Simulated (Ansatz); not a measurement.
`C[CH2][InH2]` → `[InH3]` + `C=C` at 700 K and 1 bar (β-hydride elimination).

Calculated with Ansatz (gas phase, PBE0-D4/def2-TZVP geometries, no zero-point term in ΔE). CBS: MP2 limit from def2 TZ/QZ plus the TZ coupled-cluster correction, frozen cores. This one scheme is used for every species. def2 core potentials past Kr. For In outer-core shells are correlated without core-valence functions, which leaves a few kJ/mol of doubt a bond.

```json
{"species": "`C[CH2][InH2]`", "CCSD(T)/CBS energy (Eh)": "-270.09414", "H − E (kJ/mol)": "266.2", "S (J/(mol·K))": "430.3"}
{"species": "`[InH3]`", "CCSD(T)/CBS energy (Eh)": "-191.56739", "H − E (kJ/mol)": "77.3", "S (J/(mol·K))": "275.7"}
{"species": "`C=C`", "CCSD(T)/CBS energy (Eh)": "-78.48111", "H − E (kJ/mol)": "168.9", "S (J/(mol·K))": "268.4"}
```

H − E and S are ideal-gas, rigid-rotor, harmonic terms from PBE0-D4/def2-TZVP. 1 Eh = 2625.50 kJ/mol, R = 8.31446 J/(mol·K).

**Question.** By hand: ΔE, ΔH, ΔS and ΔG.

**Answer.** ΔE = (-191.56739) + (-78.48111) − (-270.09414) = 0.04564 Eh = 119.8 kJ/mol. Δ(H − E) = 77.3 + 168.9 − 266.2 = -20.0, so ΔH = 99.8 kJ/mol. ΔS = 275.7 + 268.4 − 430.3 = 113.8 J/(mol·K). ΔG = 99.8 − 700 × (113.8)/1000 = 20.1 kJ/mol.

**Question.** By hand: the equilibrium constant, and the temperature at which ΔG would vanish if ΔH and ΔS stayed fixed.

**Answer.** log₁₀ K = −ΔG/(RT ln 10) = -1.5. ΔG = 0 at ΔH/ΔS = 877 K.

The number of gas molecules changes by +1, which sets the sign of ΔS. A doubt of 5 kJ/mol in ΔE shifts log₁₀ K by 0.4 here. These are equilibria of isolated gas molecules and say nothing of rates. Largest T1 diagnostic: 0.014 (customary marks: 0.02 for closed shells, 0.045 for open ones).
